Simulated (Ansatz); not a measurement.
Geometry optimisation, RKS BLYP-D4/def2-SVP in Ansatz 0.2.0.

Input file:

```yaml
crystal:
  periodic: [false, false, false]
  atoms:
    - { symbol: B, position_ang: [0.0, 0.0, 0.0] }
    - { symbol: F, position_ang: [0.0, 0.0, 1.32] }
    - { symbol: O, position_ang: [1.2211, 0.0, -0.705] }
    - { symbol: H, position_ang: [1.5209, -0.9519, -0.8599] }
    - { symbol: O, position_ang: [-1.2211, 0.0, -0.705] }
    - { symbol: H, position_ang: [-1.7308, -0.8467, -0.4965] }
basis:
  gaussian: { orbitals: def2-SVP }
hamiltonian:
  xc: blyp
  dispersion: d4
relax:
  f_tol: 0.02
  max_steps: 40
```

Run as:

```bash
$ ansatz run input.yaml --threads 1 --pin off --max-ram 2048MiB --backend cpu --events-out ev --progress --plain --runs-dir out
```

Problem. Where does it end, and by what steps?

Solution. It converged. After 8 steps the energy has fallen by 0.880 eV; H4 moved furthest, 0.61 Å.

| step | energy less start (eV) | largest force component (eV/Å) | accepted |
| --- | --- | --- | --- |
| 0 | 0.0000 | 2.172 | yes |
| 1 | -0.1379 | 2.294 | yes |
| 2 | -0.2870 | 1.820 | yes |
| 3 | -0.5863 | 0.994 | yes |
| 4 | -0.7771 | 0.548 | yes |
| 5 | -0.8755 | 0.282 | yes |
| 6 | -0.8799 | 0.092 | yes |
| 7 | -0.8804 | 0.021 | yes |
| 8 | -0.8804 | 0.002 | yes |

```xyz
6
Properties=species:S:1:pos:R:3
B 0.050 -0.205 0.048
F -0.196 0.176 1.318
O 1.350 -0.252 -0.362
H 1.423 -0.537 -1.292
O -0.983 -0.531 -0.795
H -1.853 -0.450 -0.363
```

Whether the end is a true minimum wasn't checked by a vibrational analysis.

Run time: 13 s on 1 thread of AMD EPYC 7R43 64-Core Processor (Zen 3), with other jobs on the host, peak memory 0.13 GiB.
